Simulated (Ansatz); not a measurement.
Consider the formal loss of a carbene: `Cc1ccc(O)cc1C` → `[CH2]` (triplet) + `Cc1cccc(O)c1`.

Calculated with Ansatz (gas phase, PBE0-D4/def2-TZVP geometries, no zero-point term in ΔE). CCSD(T)/CBS adds triple-zeta CCSD(T) − MP2 to the extrapolated MP2 energy (def2 sets, frozen cores). This one scheme is used for every species. DFT in def2-TZVPP. B3LYP here is the variant with VWN-RPA as its local correlation; programs differ in this. HSE06 is defined as in plane-wave codes. Triplets are unrestricted, without spin–orbit coupling. One conformer a species, not always the lowest.

`Cc1ccc(O)cc1C`:

Cartesian coordinates in Å:
```
C -0.946 1.999 -0.681
C -0.503 0.592 -0.422
C -1.069 -0.467 -1.116
C -0.680 -1.780 -0.897
C 0.304 -2.047 0.041
O 0.741 -3.305 0.313
C 0.883 -1.000 0.746
C 0.492 0.312 0.526
C 1.134 1.420 1.301
H -1.726 2.028 -1.443
H -0.119 2.628 -1.027
H -1.344 2.472 0.222
H -1.841 -0.264 -1.852
H -1.141 -2.589 -1.456
H 0.263 -3.929 -0.239
H 1.651 -1.229 1.476
H 0.395 1.979 1.884
H 1.620 2.142 0.637
H 1.887 1.036 1.990
```

`[CH2]` (triplet):

```xyz
3

C     0.098    0.095    0.240
H    -0.859   -0.391    0.347
H     0.761    0.297   -0.587
```

`Cc1cccc(O)c1`:

Cartesian coordinates in Å:
```
C -0.808 -2.261 -0.177
C -0.313 -0.863 0.037
C -0.381 -0.268 1.295
C 0.050 1.035 1.474
C 0.558 1.766 0.412
C 0.631 1.175 -0.844
O 1.121 1.829 -1.928
C 0.199 -0.131 -1.027
H -1.864 -2.258 -0.466
H -0.720 -2.856 0.733
H -0.253 -2.764 -0.971
H -0.773 -0.831 2.135
H -0.003 1.492 2.456
H 0.899 2.787 0.556
H 1.386 2.715 -1.668
H 0.271 -0.568 -2.016
```

| level | ΔE (kcal/mol) | difference from CCSD(T)/CBS |
| --- | --- | --- |
| PBE-D4 | 107.8 | 1.7 |
| r2SCAN-D4 | 100.7 | -5.4 |
| B97M-V | 106.5 | 0.4 |
| B3LYP-D4 | 104.2 | -1.9 |
| ωB97X-V | 108.5 | 2.4 |
| ωB97M-V | 106.6 | 0.5 |
| PBE-QIDH | 105.4 | -0.7 |
| revPBE | 98.8 | -7.3 |
| r2SCAN | 100.1 | -6.0 |
| HSE06 | 103.9 | -2.2 |
| BHLYP | 98.7 | -7.4 |
| RPA@PBE/def2-TZVPP | 101.8 | -4.3 |
| HF/def2-SVP | 71.0 | -35.1 |
| SCS-MP2/def2-TZVPP | 107.0 | 0.9 |
| CCSD/def2-TZVPP | 100.5 | -5.6 |
| HF/CBS(def2) | 68.7 | -37.4 |
| CCSD(T)/CBS | 106.1 | 0 |

Largest T1 diagnostic among the species: 0.011.

From BLYP to BHLYP (50 % exact exchange), in def2-TZVPP and without D4, ΔE moves by −0.9 kcal/mol. Leaving LDA and LC-ωPBE aside and taking each functional with its dispersion term where it has one, the values, not all of them listed here, spread over 8.7 kcal/mol, from r2SCAN0-D4 to ωB97X-V. LDA lies +19.1 kcal/mol from PBE without D4. In def2-TZVPP, CCSD(T) changes the Hartree–Fock value by +34.8 kcal/mol (the triples alone add +3.0 kcal/mol) and MP2 by +38.8 kcal/mol.

CCSD(T)/CBS has its own doubt, a few kJ/mol and more with outer-core shells, so smaller differences from it don't rank the levels.
